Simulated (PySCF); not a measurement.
F2Zn, triplet, at a GFN2-xTB geometry (such geometries of metal compounds can be far from the true shape) (a higher spin typed on purpose: for a closed-shell molecule this is an excited state); TPSS/cc-pVDZ run with PySCF.

Input for PySCF:
```python
from pyscf import gto, scf, dft

mol = gto.M(
    atom='''
Zn
F  1 2.001126
F  1 2.001126 2 66.842011
''',
    basis='cc-pvdz',
    spin=2,
    verbose=3,
)

mf = dft.UKS(mol)
mf.xc = 'tpss'
mf.kernel()
mf.analyze()
```

**Question.** What does PySCF print? Leave out banner, timings and long lists.

**Answer.** 
```
converged SCF energy = -1979.06350745846  <S^2> = 2.0047786  2S+1 = 3.003184
**** MO energy ****
                             alpha | beta                alpha | beta
MO #1   energy= -346.332441967186  | -346.331406357967  occ= 1 | 1
MO #2   energy= -41.7918174469679  | -41.7919833482254  occ= 1 | 1
MO #3   energy= -36.7870356616766  | -36.7873746699002  occ= 1 | 1
MO #4   energy= -36.7856865727929  | -36.7856093763971  occ= 1 | 1
MO #5   energy= -36.7846978070205  | -36.7841158848822  occ= 1 | 1
MO #6   energy= -24.4402792448314  | -24.4223552653008  occ= 1 | 1
MO #7   energy= -24.4402572102732  | -24.4223475193684  occ= 1 | 1
MO #8   energy= -4.69370933836196  | -4.69305952222465  occ= 1 | 1
MO #9   energy= -3.10428130531782  | -3.10280013669036  occ= 1 | 1
MO #10  energy= -3.10114893149253  | -3.10022084447932  occ= 1 | 1
MO #11  energy= -3.09878865367258  | -3.09802161009805  occ= 1 | 1
MO #12  energy= -1.0889312926923   | -1.04905510667452  occ= 1 | 1
MO #13  energy= -1.0647962896895   | -1.02420506582903  occ= 1 | 1
MO #14  energy= -0.46364593730028  | -0.443127963669008 occ= 1 | 1
MO #15  energy= -0.451609722464998 | -0.442759112588602 occ= 1 | 1
MO #16  energy= -0.442764057388472 | -0.436036589307333 occ= 1 | 1
MO #17  energy= -0.441720876748534 | -0.435546911831484 occ= 1 | 1
MO #18  energy= -0.440854844358678 | -0.435342608054304 occ= 1 | 1
MO #19  energy= -0.406788766037812 | -0.374050408826145 occ= 1 | 1
MO #20  energy= -0.378378276514594 | -0.334622816884488 occ= 1 | 1
MO #21  energy= -0.347727483015091 | -0.332645729040442 occ= 1 | 1
MO #22  energy= -0.345902738420919 | -0.319428008255754 occ= 1 | 1
MO #23  energy= -0.338772702151204 | -0.313885752390393 occ= 1 | 1
MO #24  energy= -0.327352567045959 | -0.259448202006778 occ= 1 | 0
MO #25  energy= -0.214218674570369 | -0.162137817874615 occ= 1 | 0
MO #26  energy= -0.0513043078915807 | -0.0227546540201651 occ= 0 | 0
MO #27  energy= -0.0262051752090162 | 0.00256823176541054 occ= 0 | 0
MO #28  energy= 0.0247109582763212 | 0.0430820018919951 occ= 0 | 0
MO #29  energy= 0.0548858844721529 | 0.0776585748065708 occ= 0 | 0
MO #30  energy= 0.133958277918454  | 0.161993264025694  occ= 0 | 0
MO #31  energy= 0.151541231074117  | 0.185839701672222  occ= 0 | 0
MO #32  energy= 0.196016486714562  | 0.228914793774335  occ= 0 | 0
MO #33  energy= 0.488977746098773  | 0.524210814364575  occ= 0 | 0

To work with the spin densities directly, `use mulliken_meta_spin()` only printing them here.

 ** Mulliken spin pop alpha/beta on meta-lowdin orthogonal AOs **
 ** Mulliken Spin Density (per atom)  **
spin density of  0 Zn =      0.85914
spin density of  1 F =      0.57026
spin density of  2 F =      0.57060
 ** Mulliken pop alpha/beta on meta-lowdin orthogonal AOs **
 ** Mulliken atomic charges   ( Nelec_alpha | Nelec_beta ) **
charge of  0Zn =      0.73774  (    15.06070     14.20156 )
charge of  1F =     -0.36901  (     4.96964      4.39938 )
charge of  2F =     -0.36873  (     4.96966      4.39907 )
Dipole moment(X, Y, Z, Debye): -1.91267,  0.00000, -1.26101
```
